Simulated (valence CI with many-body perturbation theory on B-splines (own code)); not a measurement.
**Se²⁹⁺ in brief**

Computed by configuration interaction combined with many-body perturbation theory (CI+MBPT): three valence electrons over a frozen Dirac-Fock core [He], a basis of 11 s, 11 p, 10 d, 8 f, 5 g, 2 h functions for each j, with the one-electron correlation potential Σ1, the two-electron term Σ2, the three-electron term Σ3, Breit, model QED; selected CI, second order for the rest, scaled by the run's own slope (own B-spline code, finite nucleus).

No measured spectrum was set against this ion. As an estimate, large intervals hold to a few tenths of a per cent, small ones and those within an open d or f shell to about a per cent.

Rates and lifetimes use the calculated energies. Strong lines usually hold to 10 to 20 %, long lifetimes can be off by a factor of two.

(1) What is the ground level?

(2) Among levels below 2703.3 eV, which E1 lines absorb most strongly from the ground level?

(3) How is the term ²P° of the ground level split?

(4) What is the ionisation energy?

(5) How well does LS coupling describe the low levels?

## Answers

(1) 2s²2p ²P°_1/2, composition 99 % 2s²2p ²P°, g = 0.657.

(2) to 2s²3d ²D_3/2 at 0.6459 nm, f = 0.692; to 2s2p3p ²D_3/2 at 0.6305 nm, f = 0.228; to 2s²4d ²D_3/2 at 0.4905 nm, f = 0.124.

(3) J = 1/2 at 0.0, J = 3/2 at 47.6 eV.

(4) 3302.8 eV; NIST lists 3301.8 ± 2.1 eV (semi-empirical).

(5) Among the lowest 20 levels the leading LS term, summed over configurations, holds 85 % on average. For single configurations the figures are 84 % in LS and 91 % in jj coupling. Terms mix most in the J = 3/2 level at 250.6 eV, where the leading one holds 57 %.
